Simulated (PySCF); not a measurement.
## A thermochemical cycle for CsNa

CCSD(T) in PySCF with def2-SVP on every atom (core potentials on Cs), for the lowest determinant that a PBE0 search found; no spin–orbit coupling. CsNa, a singlet (closed shell), has De = 0.54 eV to neutral atoms, and CsNa⁺, a doublet (σ ↑), has De = 0.37 eV to Cs⁺ + Na.

At the same level the Cs atom ionises at 3.77 eV.

What is the adiabatic ionisation energy of the molecule, and does ionisation strengthen or weaken the bond?

IE = IE(Cs) + De(neutral) − De(ion) = 3.77 + 0.54 − 0.37 = 3.94 eV. De changes by -0.17 eV, so ionisation weakens the bond.

Correlated steps freeze 1 core orbital. Weak bonds: CsNa⁺. Basis-set superposition, not corrected here, can be much of De in a small basis, most of all at correlated wavefunction levels. Spin–orbit coupling is left out. For an ion De counts to the pair picked by the measured ionisation energies or electron affinities, which need not be the lowest pair at this level. Where the molecule has an RHF reference, its open-shell atoms are computed with UHF. States were picked by a PBE0 search and need not be the measured ground states.
